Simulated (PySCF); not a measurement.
Ground-state electric properties of a mixed set of molecules.

All values: PBE0/def2-SVPD (PySCF) at GFN2-xTB geometries, gas phase, one conformer each. Core orbitals are frozen in the response; Δα² is half the sum of the squared differences of the principal polarisabilities.

Question: Rank by HOMO energy, lowest first.
A. `CC#CCS[SiH2]C`
B. `CN(C)C`
C. `CC(=S)C1C[SiH2]C1`

Answer: A (-6.72 eV), C (-6.28 eV), B (-6.16 eV).

Question: Rank by dipole moment, highest first.
A. `[CH3:1][C:2](=[S:3])[CH:4]1[CH2:5][SiH2:6][CH2:7]1` with C1–C2–C4–C5 -164°, C2–C4–C5–Si6 -130°, C4–C5–Si6–C7 9°, C5–Si6–C7–C4 -9°, C2–C4–C7–Si6 135°
B. `[CH:1]#[C:2][SiH2:3][S:4][CH:5]([CH3:6])[CH3:7]` with C2–Si3–S4–C5 -52°, Si3–S4–C5–C6 -87°
C. `CN(C)C` (trimethylamine)
D. `[CH3:1][C:2]#[C:3][CH2:4][S:5][SiH2:6][CH3:7]` with C3–C4–S5–Si6 66°, C4–S5–Si6–C7 176°

Answer: A (2.80 D), B (1.87 D), D (1.55 D), C (0.57 D).

Question: Rank by polarisability anisotropy Δα, lowest first.
A. `[CH3:1][C:2](=[S:3])[CH:4]1[CH2:5][SiH2:6][CH2:7]1` with C1–C2–C4–C5 -164°, C2–C4–C5–Si6 -130°, C4–C5–Si6–C7 9°, C5–Si6–C7–C4 -9°, C2–C4–C7–Si6 135°
B. trimethylamine, `CN(C)C`
C. `[CH:1]#[C:2][SiH2:3][S:4][CH:5]([CH3:6])[CH3:7]` with C2–Si3–S4–C5 -52°, Si3–S4–C5–C6 -87°
D. `[CH3:1][C:2]#[C:3][CH2:4][S:5][SiH2:6][CH3:7]` with C3–C4–S5–Si6 66°, C4–S5–Si6–C7 176°

Answer: B (0.84 Å³), C (3.82 Å³), A (5.49 Å³), D (6.41 Å³).

All values together:

```tsv
SMILES	formula	μ (D)	HOMO (eV)	LUMO (eV)	α (Å³)	Δα (Å³)	electrons	α per electron (Å³)
CN(C)C	C3H9N	0.57	-6.16	0.77	7.31	0.84	34	0.215
CC(=S)C1C[SiH2]C1	C5H10SSi	2.80	-6.28	-1.92	15.68	5.49	70	0.224
CC#CCS[SiH2]C	C5H10SSi	1.55	-6.72	-0.02	16.14	6.41	70	0.231
C#C[SiH2]SC(C)C	C5H10SSi	1.87	-6.83	-0.53	15.72	3.82	70	0.225
```

Conformers: `[CH3:1][C:2](=[S:3])[CH:4]1[CH2:5][SiH2:6][CH2:7]1` with C1–C2–C4–C5 -164°, C2–C4–C5–Si6 -130°, C4–C5–Si6–C7 9°, C5–Si6–C7–C4 -9°, C2–C4–C7–Si6 135°; `[CH3:1][C:2]#[C:3][CH2:4][S:5][SiH2:6][CH3:7]` with C3–C4–S5–Si6 66°, C4–S5–Si6–C7 176°; `[CH:1]#[C:2][SiH2:3][S:4][CH:5]([CH3:6])[CH3:7]` with C2–Si3–S4–C5 -52°, Si3–S4–C5–C6 -87°.
